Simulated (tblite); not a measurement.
C5H5OS (doublet state).
Atom-mapped SMILES: `[SH:1][CH2:2][c:3]1[c:4][cH:5][cH:6][o:7]1` (hydrogens: H8 on S1; H9, H10 on C2; H11 on C5; H12 on C6)

A start from a force field or distance geometry was refined with tblite 0.8.0, GFN2-xTB geometry optimisation, gas phase. Values at the start:

```tsv
coordinate	start
S1–C2	1.827 Å
S1–H8	1.349 Å
C2–C3	1.466 Å
C2–H9	1.086 Å
C3–C4	1.378 Å
C3–O7	1.376 Å
C4–C5	1.408 Å
C5–C6	1.378 Å
C5–H11	1.079 Å
C6–O7	1.363 Å
C6–H12	1.078 Å
S1–C2–C3	110.8°
C2–C3–C4	134.1°
C2–C3–O7	116.7°
C3–C4–C5	107.5°
C3–O7–C6	106.9°
C4–C3–O7	109.1°
C4–C5–C6	105.8°
C5–C6–O7	110.6°
S1–C2–C3–C4	-96°
```

**Question.** How do these coordinates change at the GFN2-xTB level?

**Answer.** 
```tsv
coordinate	GFN2-xTB (Å or °)	change
C3–C4	1.356	-0.022
S1–C2	1.848	+0.021
S1–H8	1.331	-0.018
C6–O7	1.348	-0.015
C5–C6	1.363	-0.015
C3–O7	1.365	-0.011
C5–H11	1.069	-0.010
C2–C3	1.475	+0.009
C6–H12	1.072	-0.006
C4–C5	1.404	-0.004
C2–H9	1.089	+0.003
C2–C3–O7	118.9	+2.2
C4–C5–C6	104.1	-1.7
C3–C4–C5	109.3	+1.8
C4–C3–O7	108.0	-1.1
C2–C3–C4	133.1	-1.0
C5–C6–O7	111.4	+0.8
S1–C2–C3	111.6	+0.8
C3–O7–C6	107.3	+0.4
S1–C2–C3–C4	-93	+3
```

The energy falls by 1.5 kcal/mol over 38 L-BFGS steps, the largest force on an atom goes from 1.42 to 0.009 eV/Å, and the atoms move by 0.039 Å rms after alignment. Among the bonds, S1–C2 and C3–C4 change most and about equally (-0.022 to +0.021 Å). Bonds longer at the end by more than 0.005 Å: 2 of 12; shorter: 8. Rotational constants go from 6272, 1305, 1224 to 6324, 1293, 1221 MHz.

Its GFN2-xTB frequencies are all real (lowest 47 cm⁻¹). 2 starts were optimised and ended at 0.00 and 0.06 kcal/mol (GFN2-xTB); the lowest of these is shown.

Shape of the structure used: `[SH:1][CH2:2][c:3]1[c:4][cH:5][cH:6][o:7]1`: S1–C2–C3–C4 -93°, H–S1–C2–C3 -59°.

One conformer stands for the species.

These are computed values.
